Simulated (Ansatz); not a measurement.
Cost and result for the atomization energy of CH7GaGeO (11 atoms, 9 bonds).

Z-matrix (Å, degrees):
```
C
Ga 1 2.058
H 1 1.098 2 110.8
H 1 1.095 2 112.4 3 -119.9
H 1 1.098 2 111.1 3 119.8
O 2 2.349 1 83.9 3 -61.7
Ge 6 1.806 2 128.9 1 164.7
H 6 0.962 2 112.7 1 5.1
H 7 1.536 6 107.6 2 142.6
H 7 1.536 6 108.1 2 -97.5
H 7 1.526 6 103.6 2 22.5
```

Charge 0, multiplicity 1. Correlated methods include outer-core shells of Ga, Ge, which these sets cover unevenly. Scalar relativity is left out up to krypton. The bonds changed during the relaxation, so this is another structure than the one it started from. The structure was optimised at the PBE0-D4/def2-TZVP level. It is one conformer, not always the lowest. Program: Ansatz. All runs use 4 threads of an Arm Neoverse V1 on a shared host. Times are those of one run each, without the atoms' runs, and a repeat can differ threefold. Electronic energies, without spin–orbit coupling; frozen cores. CCSD(T)/CBS adds CCSD(T) − MP2 in def2-TZVPP to the MP2 limit, and its time is that of the two runs behind it. T1 = 0.013; the RHF reference is unstable towards UHF. With those shells the extrapolation isn't a true limit. B3LYP takes the VWN-RPA correlation (the form of Gaussian; ORCA's B3LYP/G).

CCSD(T)/CBS is a level of theory with its own doubt, some kJ/mol a heavy atom from the limit and from the frozen cores, so smaller differences don't rank the functionals.

```
                             level  functions  wall time  atomization (kJ/mol)  difference from CCSD(T)/CBS  per bond
              revPBE-D4/def2-TZVPP        256      2.6 s                3286.1                        -85.7      -9.5
           CAM-B3LYP-D4/def2-TZVPP        256      5.5 s                3358.1                        -13.7      -1.5
r2SCAN-D4/def2-TZVPP (with forces)        256      6.5 s                3351.0                        -20.8      -2.3
 B3LYP-D4/def2-TZVPP (with forces)        256      6.5 s                3339.6                        -32.2      -3.6
             r2SCANh-D4/def2-TZVPP        256      7.5 s                3331.1                        -40.7      -4.5
               PBE-QIDH/def2-TZVPP        256      8.5 s                3309.4                        -62.4      -6.9
                 B97M-V/def2-TZVPP        256       10 s                3368.6                         -3.2      -0.3
                ωB97X-V/def2-TZVPP        256       11 s                3358.2                        -13.6      -1.5
  ωB97M-V/def2-TZVPP (with forces)        256       17 s                3343.1                        -28.7      -3.2
                  CCSD(T)/def2-SVP        127       17 s                3168.9                       -202.9     -22.5
                    MP2/def2-QZVPP        502       41 s                3349.2                        -22.6      -2.5
                CCSD(T)/def2-TZVPP        256    5.9 min                3302.3                        -69.5      -7.7
                 CCSD(T)/CBS(def2)          –    6.6 min                3371.8                          0.0       0.0
```

From PBE to PBE0 (25 % exact exchange), in def2-TZVPP and without D4, the atomization energy moves by −43.7 kJ/mol: exact exchange takes away binding that semilocal exchange gives to molecules. Leaving LDA and LC-ωPBE aside and taking each functional with its dispersion term where it has one, the values, not all of them listed here, spread over 107.9 kJ/mol, from BHLYP-D4 to B97M-V. LDA lies +464.4 kJ/mol from PBE without D4, its usual overbinding. At CCSD(T), def2-SVP lies −202.9 kJ/mol from the extrapolated value and def2-TZVPP −69.4 kJ/mol: correlation converges slowly with the basis, and small sets miss more of it in the bonded molecule than in its fragments.

For some Ge, Se and Sn compounds the MP2-based and the directly extrapolated limit differ by 10 to 25 kJ/mol.
